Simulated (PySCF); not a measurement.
Job file and geometry (Å, from GFN2-xTB) of an NMR shielding run on `CC[B@H-]([SiH3])[NH2+][SiH3]`, C2H14BNSi2, PySCF, GIAO PBE0/pcSseg-1 NMR shielding, non-relativistic, gas phase; density fitting, a coarse starting grid and PySCF grid level 2 are the driver's defaults:

```
$ OMP_NUM_THREADS=1 python probes_run.py task.json out

{"job": {"kind": "nmr", "xc": "PBE0", "basis": "pcSseg-1"}, "charge": 0, "multiplicity": 1}
C     -1.400707    -2.080827    -0.647471
C     -1.554175    -0.562033    -0.507691
B     -0.370812     0.192257     0.331375
Si    -0.638942     2.149154     0.421426
N      1.038590    -0.094502    -0.558177
Si     2.621381     0.207926     0.215029
H     -2.286119    -2.528669    -1.098968
H     -0.551189    -2.349784    -1.280983
H     -1.250905    -2.537330     0.329280
H     -2.505756    -0.376579    -0.002409
H     -1.668922    -0.140057    -1.513657
H     -0.165651    -0.346062     1.380503
H     -0.370139     2.821663    -0.880026
H      0.251558     2.904930     1.331272
H     -1.982424     2.624140     0.784651
H      0.930568    -1.074708    -0.808976
H      0.910419     0.439026    -1.413333
H      2.666017     1.617514     0.565112
H      3.619930    -0.136544    -0.806205
H      2.702130    -0.718836     1.336818
```

Question: What does the program print?

Answer: 
```
coarse grid: 16248 points
cycle   1  E = -742.6374886857  dE =  1.261e-01  |g| = 4.706e-01  |ddm| = 3.721e+00
cycle   2  E = -742.6254383042  dE =  1.205e-02  |g| = 5.279e-01  |ddm| = 1.206e+00
cycle   3  E = -742.7044354515  dE = -7.900e-02  |g| = 5.568e-02  |ddm| = 6.934e-01
cycle   4  E = -742.7052290659  dE = -7.936e-04  |g| = 1.839e-02  |ddm| = 9.784e-02
cycle   5  E = -742.7053067283  dE = -7.766e-05  |g| = 6.692e-03  |ddm| = 2.401e-02
cycle   6  E = -742.7053157298  dE = -9.001e-06  |g| = 1.700e-03  |ddm| = 6.182e-03
final grid: 143680 points
cycle   7  E = -742.7342763072  dE = -3.874e-05  |g| = 7.176e-03  |ddm| = 2.840e-02
cycle   8  E = -742.7342692857  dE =  7.021e-06  |g| = 8.826e-03  |ddm| = 1.636e-02
cycle   9  E = -742.7342902710  dE = -2.099e-05  |g| = 4.210e-04  |ddm| = 9.303e-03
cycle  10  E = -742.7342903054  dE = -3.444e-08  |g| = 1.771e-04  |ddm| = 5.767e-04
cycle  11  E = -742.7342903119  dE = -6.485e-09  |g| = 4.686e-05  |ddm| = 1.538e-04
cycle  12  E = -742.7342903123  dE = -4.331e-10  |g| = 1.549e-05  |ddm| = 5.216e-05
converged SCF energy = -742.7342903123

GIAO shielding tensors (ppm)
atom      isotropic    diamagn.    paramagn.     s11        s22        s33       span
  0 C      172.256     248.081     -75.825    153.449    174.715    188.604     35.156
  1 C      168.404     250.666     -82.262    161.620    169.875    173.717     12.096
  2 B      116.584     191.976     -75.392     99.353    112.809    137.592     38.239
  3 Si     454.480     881.684    -427.204    424.265    438.316    500.858     76.593
  4 N      235.622     323.942     -88.320    215.045    231.386    260.436     45.391
  5 Si     394.926     879.098    -484.172    363.118    374.732    446.927     83.809
  6 H       30.108      28.596       1.512     24.853     27.610     37.861     13.008
  7 H       31.068      31.818      -0.749     26.238     30.918     36.048      9.811
  8 H       30.828      30.841      -0.013     26.499     28.810     37.177     10.678
  9 H       30.804      32.461      -1.657     24.803     30.449     37.160     12.357
 10 H       31.398      33.439      -2.042     26.832     31.309     36.052      9.220
 11 H       29.393      32.858      -3.465     27.238     29.040     31.901      4.663
 12 H       28.881      30.166      -1.285     26.343     26.843     33.457      7.114
 13 H       28.355      30.017      -1.662     24.640     26.715     33.711      9.071
 14 H       28.510      29.873      -1.362     24.915     26.301     34.315      9.399
 15 H       28.934      34.573      -5.639     19.558     27.943     39.299     19.741
 16 H       30.520      33.985      -3.465     24.504     27.294     39.763     15.259
 17 H       26.968      28.807      -1.838     22.497     27.239     31.169      8.672
 18 H       27.053      27.882      -0.829     23.189     25.029     32.942      9.752
 19 H       27.179      28.823      -1.644     23.651     25.846     32.039      8.388
```

Size and cost of the density-fitted run: 186 basis functions, 78 s wall time on 1 thread of an Intel Xeon, shared host; peak memory 0.85 GiB.
